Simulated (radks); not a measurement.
Values are calculated unless marked as measured or tabulated.
Initial-state core-level shifts of the promethium ion Pm+ when its valence configuration changes from [Xe] 4f5 6s1. Level of theory: Dirac Kohn-Sham, PBEsol, spin-unpolarised, spherical densities, finite nucleus; open shells are shared between the two j in proportion to 2j + 1; Fermi nuclear charge, rms radius 4.962 fm (a radial shooting solver on a logarithmic mesh with Libxc functionals). Shifts are changes of the shell-averaged eigenvalues in eV (positive: less bound); the change of the density at the nucleus, which sets a Mossbauer isomer shift, is in e/bohr^3, on a base of 4.92e+05.

valence               2s       3s       4s       4p  density at nucleus
4f5 5d0.5 6s0.5   +0.927   +0.896   +0.907   +0.912              -13.92
4f6               +5.892   +6.403   +6.242   +6.162              -40.75
4f4 6s1 6p1      -10.273  -11.125  -10.646  -10.487              +33.34
4f5 5d1           +1.780   +1.720   +1.743   +1.753              -26.86
4f5 6p1           -1.161   -1.144   -1.155   -1.158              -24.90
4f5.5 6s0.5       +3.495   +3.800   +3.687   +3.637              -22.99
4f3 5d2 6s1      -14.697  -16.798  -15.509  -15.117              +57.80
4f4.5 6s1 6p0.5   -4.853   -5.239   -5.048   -4.978              +15.14
4f4 5d1 6s1       -6.723   -7.639   -7.163   -6.998              +26.09
